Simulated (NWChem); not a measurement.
Everything below was run with NWChem. System: CuI, charge 0, spin multiplicity 1, at a geometry optimised with PBE0/def2-SVP with def2 effective core potentials on I. The structure started from a generated list of species. Level: CCSD(T)/def2-TZVP with def2 effective core potentials on I, 13 core orbitals frozen.

Input file:

```
start mol
memory heap 100 mb stack 700 mb global 1900 mb
geometry units angstroms nocenter noautoz
  Cu     0.000000     0.000000    -1.537129
  I      0.000000     0.000000     0.841071
  symmetry group C2v
end
basis spherical
  * library def2-tzvp
end
ecp
  I library def2-ecp
end
scf
  rhf
  nopen 0
  maxiter 100
  thresh 1e-7
  semidirect memsize 60000000 filesize 0
end
tce
  freeze core 13
  ccsd(t)
  2eorb
  2emet 13
  thresh 1e-6
  maxiter 100
  tilesize 24
end
task tce energy
```

Output (cleaned and shortened):

```
             Northwest Computational Chemistry Package (NWChem) 7.3.0
             --------------------------------------------------------

                                NWChem Input Module
                                -------------------

 Scaling coordinates for geometry "geometry" by  1.889725989
 (inverse scale =  0.529177249)

 Turning off AUTOSYM since
 SYMMETRY directive was detected!

                             Geometry "geometry" -> ""
                             -------------------------

 Output coordinates in angstroms (scale by  1.889725989 to convert to a.u.)

  No.       Tag          Charge          X              Y              Z
 ---- ---------------- ---------- -------------- -------------- --------------
    1 Cu                  29.0000     0.00000000     0.00000000    -1.53712900
    2 I                   53.0000     0.00000000     0.00000000     0.84107100

 Effective nuclear repulsion energy (a.u.)     342.0004338208

            Nuclear Dipole moment (a.u.)
            ----------------------------
        X                 Y               Z
 ---------------- ---------------- ----------------
     0.0000000000     0.0000000000     0.0000415740

      Symmetry information
      --------------------

 Group name             C2v
 Group number             16
 Group order               4
 No. of unique centers     2

      Symmetry unique atoms

     1    2


 Summary of "ao basis" -> "" (spherical)
 ------------------------------------------------------------------------------
       Tag                 Description            Shells   Functions and Types
 ---------------- ------------------------------  ------  ---------------------
 *                         def2-tzvp                  on all atoms

 Summary of "ao basis" -> "ao basis" (spherical)
 ------------------------------------------------------------------------------
       Tag                 Description            Shells   Functions and Types
 ---------------- ------------------------------  ------  ---------------------
 Cu                        def2-tzvp                15       45   6s4p4d1f
[...]
     T(1) DIIS level shift : 0.00D+00
     L(1) DIIS level shift : 0.00D+00
     T(R) DIIS level shift : 0.00D+00
     T(I) DIIS level shift : 0.00D+00
   CC-T/L Amplitude update :  5-th order DIIS
                I/O scheme : Global Array Library
        L-threshold :  0.10D-05
        EOM-threshold :  0.10D-05
 no EOMCCSD initial starts read in
 TCE RESTART OPTIONS
 SLICE:      F
 D4D5:       F
 quantumc:   F
 qrotation:  F
 pwtce:      F
 qducc:      F
 nacto:                         0
 nrotv:                         0
 nrot:                          0

            Memory Information
            ------------------
          Available GA space size is     249027775 doubles
          Available MA space size is     104834140 doubles

 Maximum block size supplied by input
 Maximum block size        24 doubles

 tile_dim =     16

 -------------------------------------------------

 Global array virtual files algorithm will be used

 Parallel file system coherency ......... OK

 4-electron integrals stored in orbital form

 v2    file size   =          2389136
 4-index algorithm nr.  13 is used
 imaxsize =       30
 imaxsize ichop =        0


CCSD iterations
 ---------------------------------------------------------
 Iter          Residuum       Correlation     Cpu    Wall
 ---------------------------------------------------------
    1   0.3460339382254  -0.9075000869602     0.4     0.4
    2   0.0879017172014  -0.7983930441698     0.4     0.4
    3   0.0421198440261  -0.8329197020575     0.4     0.4
    4   0.0281326583405  -0.8215806350609     0.4     0.4
    5   0.0197772778550  -0.8285082511302     0.4     0.4
    6   0.0037043415460  -0.8262122091789     0.4     0.4
    7   0.0031615578287  -0.8261105995155     0.4     0.4
    8   0.0020954344671  -0.8262184010616     0.4     0.4
    9   0.0020422969221  -0.8261901713724     0.4     0.4
   10   0.0013782876049  -0.8262819798070     0.4     0.4
   11   0.0004189843146  -0.8264422133515     0.4     0.4
   12   0.0002816490386  -0.8263623178306     0.4     0.4
   13   0.0001589420665  -0.8263703968419     0.4     0.4
   14   0.0001489917386  -0.8263584160910     0.4     0.4
   15   0.0000877887102  -0.8263628711195     0.4     0.4
   16   0.0000513638024  -0.8263607087472     0.4     0.4
   17   0.0000480610903  -0.8263584378805     0.4     0.4
   18   0.0000294395911  -0.8263603054338     0.4     0.4
   19   0.0000312277436  -0.8263597910362     0.4     0.4
   20   0.0000192805332  -0.8263611477897     0.4     0.4
   21   0.0000059091725  -0.8263633876929     0.4     0.4
   22   0.0000041112538  -0.8263621970567     0.4     0.4
   23   0.0000022814009  -0.8263624302059     0.4     0.4
   24   0.0000021992339  -0.8263621942592     0.4     0.4
   25   0.0000013080441  -0.8263623097231     0.4     0.4
   26   0.0000007812329  -0.8263622809429     0.5     0.5
 -----------------------------------------------------------------
 Iterations converged
 CCSD correlation energy / hartree =        -0.826362280942922
 CCSD total energy / hartree       =     -1936.481969366738667

 Singles contributions

 Doubles contributions
 CCSD(T)
 Using plain CCSD(T) code
             total no. of tasks          925
 total no. of tasks / no. procs          925
                         wl_min         4096           4.0
                         wl_max       774144           9.6
        thresh for no. of tasks          925

 CCSD[T]  correction energy / hartree =        -0.026877803082563
 CCSD[T] correlation energy / hartree =        -0.853240084025485
 CCSD[T] total energy / hartree       =     -1936.508847169821138
 CCSD(T)  correction energy / hartree =        -0.022164028076742
 CCSD(T) correlation energy / hartree =        -0.848526309019665
 CCSD(T) total energy / hartree       =     -1936.504133394815426

 Task  times  cpu:       30.6s     wall:       30.6s

 Total times  cpu:       30.6s     wall:       30.6s
```
